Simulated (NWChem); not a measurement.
System: BaBr2; SMILES [Br][Ba][Br]

Excerpt of the output:

```
             Northwest Computational Chemistry Package (NWChem) 7.3.0
             --------------------------------------------------------

 C2V symmetry detected

                             Geometry "geometry" -> ""
                             -------------------------

 Output coordinates in angstroms (scale by  1.889725989 to convert to a.u.)

  No.       Tag          Charge          X              Y              Z
 ---- ---------------- ---------- -------------- -------------- --------------
    1 Ba                  56.0000     0.00000000     0.00000000     0.63220889
    2 Br                  35.0000     2.70449900     0.00000000    -0.50576711
    3 Br                  35.0000    -2.70449900     0.00000000    -0.50576711

 Effective nuclear repulsion energy (a.u.)     826.8187536687

      Symmetry information
      --------------------

 Group name             C2v
 Group number             16
 Group order               4
 No. of unique centers     2

                                 NWChem DFT Module
                                 -----------------

 Summary of "ao basis" -> "ao basis" (spherical)
 ------------------------------------------------------------------------------
       Tag                 Description            Shells   Functions and Types
 ---------------- ------------------------------  ------  ---------------------
 Ba                         def2-svp                 9       23   4s3p2d
 Br                         def2-svp                12       32   5s4p3d

      Symmetry analysis of basis
      --------------------------

        a1         33
        a2         12
        b1         27
        b2         15

            General Information
            -------------------
          SCF calculation type: DFT
          Wavefunction type:  closed shell.
          No. of atoms     :     3
          No. of electrons :    80
           Alpha electrons :    40
            Beta electrons :    40
          Charge           :     0
          Spin multiplicity:     1
          Use of symmetry is: off; symmetry adaption is: on
          Maximum number of iterations: 150
          AO basis - number of functions:    87
                     number of shells:    33
          Convergence on energy requested:  1.00D-06
          Convergence on density requested:  1.00D-05
          Convergence on gradient requested:  5.00D-04

              XC Information
              --------------
                         PBE0 Method XC Functional
                     Hartree-Fock (Exact) Exchange  0.250
          PerdewBurkeErnzerhof Exchange Functional  0.750
            Perdew 1991 LDA Correlation Functional  1.000 local
           PerdewBurkeErnz. Correlation Functional  1.000 non-local

             Grid Information
             ----------------
          Grid used for XC integration:  medium
          Radial quadrature: Mura-Knowles
          Angular quadrature: Lebedev.
          Tag              B.-S. Rad. Rad. Pts. Rad. Cut. Ang. Pts.
          ---              ---------- --------- --------- ---------
          Ba                  2.15      123          12.0       590
          Br                  1.15      112          13.0       590
          Grid pruning is: on
          Number of quadrature shells:   347
          Spatial weights used:  Erf1

      Superposition of Atomic Density Guess
      -------------------------------------

 Sum of atomic energies:       -5171.65559680

      Non-variational initial energy
      ------------------------------

 Total energy =   -5169.344269
 1-e energy   =   -7694.762490
 2-e energy   =    2279.327792
 HOMO         =      -0.401963
 LUMO         =      -0.107366

      Symmetry analysis of molecular orbitals - initial
      -------------------------------------------------

  Numbering of irreducible representations:

     1 a1          2 a2          3 b1          4 b2

  Orbital symmetries:

     1 b1          2 a1          3 a1          4 b1          5 a1
     6 b1          7 a1          8 a2          9 b1         10 b2
    11 a1         12 b1         13 a1         14 b1         15 a1
    16 b2         17 a2         18 b1         19 b1         20 a1
    21 a1         22 b2         23 a2         24 b1         25 a1
    26 b2         27 b1         28 a2         29 a1         30 b1
    31 a1         32 b2         33 a1         34 b1         35 a1
    36 b1         37 a2         38 a1         39 b2         40 b1
    41 a1         42 b2         43 a1         44 b1         45 b2
    46 a1         47 a2         48 a1         49 b1         50 a1

 !! scf_movecs_sym_adapt:   18 vectors were symmetry contaminated

  Symmetry fudging

 !! scf_movecs_sym_adapt:    4 vectors were symmetry contaminated

   convergence    iter        energy       DeltaE   RMS-Dens  Diis-err
 ---------------- ----- ----------------- --------- --------- ---------
 d= 0,ls=0.0,diis     1  -5172.6741932580 -5.42D+03  1.67D-02  4.19D-01

 !! scf_movecs_sym_adapt:   20 vectors were symmetry contaminated

  Symmetry fudging

 !! scf_movecs_sym_adapt:    6 vectors were symmetry contaminated

 d= 0,ls=0.0,diis     2  -5172.6625267554  1.17D-02  9.40D-03  5.86D-01

 !! scf_movecs_sym_adapt:   20 vectors were symmetry contaminated

  Symmetry fudging

 !! scf_movecs_sym_adapt:    2 vectors were symmetry contaminated

 d= 0,ls=0.0,diis     3  -5172.7349804408 -7.25D-02  7.74D-04  3.07D-03

 !! scf_movecs_sym_adapt:   12 vectors were symmetry contaminated

  Symmetry fudging
 d= 0,ls=0.0,diis     4  -5172.7355044840 -5.24D-04  1.54D-04  1.96D-04

 !! scf_movecs_sym_adapt:   14 vectors were symmetry contaminated

  Symmetry fudging
 d= 0,ls=0.0,diis     5  -5172.7355387052 -3.42D-05  3.28D-05  3.02D-06

 !! scf_movecs_sym_adapt:   14 vectors were symmetry contaminated

  Symmetry fudging
 d= 0,ls=0.0,diis     6  -5172.7355392863 -5.81D-07  9.84D-06  1.67D-07

         Total DFT energy =    -5172.735539286267
      One electron energy =    -7702.189501105901
           Coulomb energy =     2469.274885486273
    Exchange-Corr. energy =     -185.911352953888
 Nuclear repulsion energy =      246.090429287249

 Numeric. integr. density =       79.999999989254

                  Occupations of the irreducible representations
                  ----------------------------------------------

                     irrep           alpha         beta
                     --------     --------     --------
                     a1               15.0         15.0
                     a2                5.0          5.0
                     b1               14.0         14.0
                     b2                6.0          6.0

                       DFT Final Molecular Orbital Analysis
                       ------------------------------------

[...]

                                NWChem TDDFT Module
                                -------------------

            General Information
            -------------------
           No. of orbitals :     174
            Alpha orbitals :      87
             Beta orbitals :      87
        Alpha frozen cores :       0
         Beta frozen cores :       0
     Alpha frozen virtuals :       0
      Beta frozen virtuals :       0
         Spin multiplicity :       1
    Number of AO functions :      87
        Use of symmetry is : off
      Symmetry adaption is : on
         Schwarz screening :  0.10D-07

              XC Information
              --------------
                  PBE0 Method XC Functional
              Hartree-Fock (Exact) Exchange   0.25
   PerdewBurkeErnzerhof Exchange Functional   0.75
     Perdew 1991 LDA Correlation Functional   1.00 local
    PerdewBurkeErnz. Correlation Functional   1.00 non-local

             TDDFT Information
             -----------------
          Calculation type : Tamm-Dancoff TDDFT
         Wavefunction type : Restricted singlets
          No. of electrons :      80
           Alpha electrons :      40
            Beta electrons :      40
              No. of roots :       8
          Max subspacesize :    5600
            Max iterations :     100
               Target root :       1
           Target symmetry : none
      Symmetry restriction : off
                 Algorithm : Optimal
        Davidson threshold :  0.10D-03

    8 smallest eigenvalue differences (eV)
--------------------------------------------------------
  No. Spin  Occ  Vir  Irrep   E(Occ)    E(Vir)   E(Diff)
--------------------------------------------------------
    1    1   40   41 b1       -0.261    -0.079     4.968
    2    1   39   41 b2       -0.265    -0.079     5.069
    3    1   38   41 a1       -0.266    -0.079     5.103
    4    1   37   41 a2       -0.271    -0.079     5.231
    5    1   36   41 b1       -0.276    -0.079     5.353
    6    1   40   42 b1       -0.261    -0.048     5.812
    7    1   40   43 a2       -0.261    -0.048     5.813
    8    1   35   41 a1       -0.293    -0.079     5.832
--------------------------------------------------------

  Entering Davidson iterations
  Restricted singlet excited states

  Iter   NTrls   NConv    DeltaV     DeltaE      Time
  ----  ------  ------  ---------  ---------  ---------
    1      8       0     0.23E-01   0.10+100        9.3
    2     16       0     0.10E-01   0.15E-02        9.4
    3     24       0     0.36E-02   0.24E-03        9.4
    4     32       0     0.21E-02   0.32E-04        9.4
    5     40       1     0.87E-03   0.87E-05        9.3
    6     47       4     0.67E-03   0.35E-05        8.9
    7     51       7     0.46E-03   0.23E-05        7.9
    8     52       7     0.18E-03   0.50E-06        6.4
    9     53       8     0.91E-04   0.11E-06        6.4
  ----  ------  ------  ---------  ---------  ---------
  Convergence criterion met

  Ground state a1      -5172.735539286267 a.u.

  ----------------------------------------------------------------------------
  Root   1 singlet b1             0.146820014 a.u.                3.9952 eV
  ----------------------------------------------------------------------------
     Transition Moments    X  0.20538   Y  0.00000   Z  0.00000
     Dipole Oscillator Strength                    0.0041285680
     Electric Quadrupole                           0.0000000533
     Magnetic Dipole                               0.0000001400
     Total Oscillator Strength                     0.0041287612

     Occ.   40  b1  ---  Virt.   41  a1      -0.99579
  ----------------------------------------------------------------------------
  Root   2 singlet b2             0.151023361 a.u.                4.1096 eV
  ----------------------------------------------------------------------------
     Transition Moments    X  0.00000   Y -0.62826   Z -0.00000
     Dipole Oscillator Strength                    0.0397401598
     Electric Quadrupole                           0.0000000003
     Magnetic Dipole                               0.0000001038
     Total Oscillator Strength                     0.0397402638

     Occ.   39  b2  ---  Virt.   41  a1       0.99578
     Occ.   39  b2  ---  Virt.   42  a1      -0.05391
  ----------------------------------------------------------------------------
  Root   3 singlet a1             0.152334804 a.u.                4.1452 eV
  ----------------------------------------------------------------------------
     Transition Moments    X -0.00000   Y  0.00000   Z -0.34233
     Dipole Oscillator Strength                    0.0119015845
     Electric Quadrupole                           0.0000000538
     Magnetic Dipole                               0.0000000000
     Total Oscillator Strength                     0.0119016384

     Occ.   36  b1  ---  Virt.   44  b1      -0.05267
     Occ.   38  a1  ---  Virt.   41  a1       0.99334
     Occ.   38  a1  ---  Virt.   42  a1      -0.06972
  ----------------------------------------------------------------------------
  Root   4 singlet a2             0.155534048 a.u.                4.2323 eV
  ----------------------------------------------------------------------------
     Transition Moments    X -0.00000   Y  0.00000   Z -0.00000
     Dipole Oscillator Strength                    0.0000000000
     Electric Quadrupole                           0.0000001315
     Magnetic Dipole                               0.0000009378
     Total Oscillator Strength                     0.0000010694

     Occ.   37  a2  ---  Virt.   41  a1      -0.99453
     Occ.   37  a2  ---  Virt.   42  a1       0.05764
     Occ.   37  a2  ---  Virt.   47  a1       0.05320
  ----------------------------------------------------------------------------
  Root   5 singlet b1             0.159747343 a.u.                4.3469 eV
  ----------------------------------------------------------------------------
     Transition Moments    X -0.41445   Y -0.00000   Z -0.00000
     Dipole Oscillator Strength                    0.0182926756
     Electric Quadrupole                           0.0000000349
     Magnetic Dipole                               0.0000006179
     Total Oscillator Strength                     0.0182933284

     Occ.   36  b1  ---  Virt.   41  a1       0.99109
     Occ.   36  b1  ---  Virt.   42  a1      -0.06754
     Occ.   36  b1  ---  Virt.   47  a1      -0.05625
     Occ.   38  a1  ---  Virt.   44  b1      -0.06572
  ----------------------------------------------------------------------------
  Root   6 singlet a2             0.174619167 a.u.                4.7516 eV
  ----------------------------------------------------------------------------
     Transition Moments    X -0.00000   Y -0.00000   Z -0.00000
     Dipole Oscillator Strength                    0.0000000000
     Electric Quadrupole                           0.0000000041
     Magnetic Dipole                               0.0000000000
     Total Oscillator Strength                     0.0000000041

     Occ.   36  b1  ---  Virt.   43  b2       0.08497
     Occ.   40  b1  ---  Virt.   43  b2      -0.99265
     Occ.   40  b1  ---  Virt.   46  b2       0.07234
  ----------------------------------------------------------------------------
  Root   7 singlet b1             0.174705087 a.u.                4.7540 eV
  ----------------------------------------------------------------------------
     Transition Moments    X -0.14700   Y  0.00000   Z -0.00000
     Dipole Oscillator Strength                    0.0025168922
     Electric Quadrupole                           0.0000000054
     Magnetic Dipole                               0.0000000083
     Total Oscillator Strength                     0.0025169059

     Occ.   36  b1  ---  Virt.   42  a1      -0.09660
     Occ.   40  b1  ---  Virt.   42  a1       0.99158
  ----------------------------------------------------------------------------
  Root   8 singlet a1             0.176780217 a.u.                4.8104 eV
  ----------------------------------------------------------------------------
     Transition Moments    X  0.00000   Y  0.00000   Z -0.30137
     Dipole Oscillator Strength                    0.0107037024
     Electric Quadrupole                           0.0000000444
     Magnetic Dipole                               0.0000000000
     Total Oscillator Strength                     0.0107037468

     Occ.   35  a1  ---  Virt.   41  a1       0.98676
     Occ.   35  a1  ---  Virt.   42  a1      -0.06542
     Occ.   35  a1  ---  Virt.   47  a1      -0.05234
     Occ.   39  b2  ---  Virt.   43  b2       0.07902
     Occ.   40  b1  ---  Virt.   44  b1      -0.08002

              Target root =      1
          Target symmetry = none
      Ground state energy =  -5172.735539286267
        Excitation energy =      0.146820013771
     Excited state energy =  -5172.588719272497

  stored tddft:energy   -5172.5887192724967
```

Level: PBE0/def2-SVP with def2 effective core potentials on Ba, TDA. Coordinates come from a PBE0/def2-SVP optimisation. def2 effective core potentials on Ba; no spin-orbit coupling.

Reconstruct the input file.

One answer among several that fit: the input that was run:
```
start job
memory heap 200 mb stack 900 mb global 1100 mb
geometry units angstroms noautoz
  Ba     0.000000     0.000000     0.574189
  Br     2.704499     0.000000    -0.563787
  Br    -2.704499     0.000000    -0.563787
end
basis spherical
  * library def2-svp
end
ecp
  Ba library def2-ecp
end
dft
  xc pbe0
  iterations 150
end
tddft
  cis
  nroots 8
  notriplet
end
task tddft energy
```
